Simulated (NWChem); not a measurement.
# iodoethane (C₂H₅I); SMILES CCI

```xyz
8

C      0.4438     2.4137     0.0000
C     -0.6772     1.4040     0.0000
I      0.0348    -0.6400     0.0000
H      1.0819     2.3138     0.8900
H      0.0170     3.4310     0.0000
H      1.0819     2.3138    -0.8900
H     -1.3122     1.4767     0.8922
H     -1.3122     1.4767    -0.8922
```
Atoms are numbered in this order, from 1.

Results from NWChem. Medium grid unless said otherwise, to which SCAN and Minnesota functionals are sensitive. The geometry was optimised at PBE0/def2-SVP. def2 effective core potentials on I; no spin-orbit coupling.

For level TPSS/def2-TZVPD:

```yaml
highest occupied level (eV): -6.17
orbital gap (eV): 4.53
```

Task: How do the values read with level r2SCAN/def2-TZVPD instead?

Result: highest occupied level (eV): -6.34
orbital gap (eV): 4.81
